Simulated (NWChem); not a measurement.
# C2H4BFO2; SMILES C=C(F)B(O)O

```xyz
10

C     -1.2749    -1.4908     0.0000
C     -0.1447    -0.7870     0.0000
F      1.0473    -1.4358     0.0000
B      0.0193     0.7789     0.0000
O     -1.0858     1.5610     0.0000
O      1.2625     1.3260     0.0000
H     -1.2727    -2.5838     0.0000
H     -2.2265    -0.9574     0.0000
H     -0.8611     2.4980     0.0000
H      1.9425     0.6419     0.0000
```
Atoms are numbered in this order, from 1.

Results from NWChem. Coordinates come from a PBE0/def2-SVP optimisation.

Q: Estimate the computed values for PW6B95/def2-TZVP. Quantities: highest occupied level (eV); orbital gap (eV); dipole (D).

A: 
```
Property                     Result
---------------------------  ------
highest occupied level (eV)   -7.84
orbital gap (eV)               7.10
dipole (D)                     0.46
```
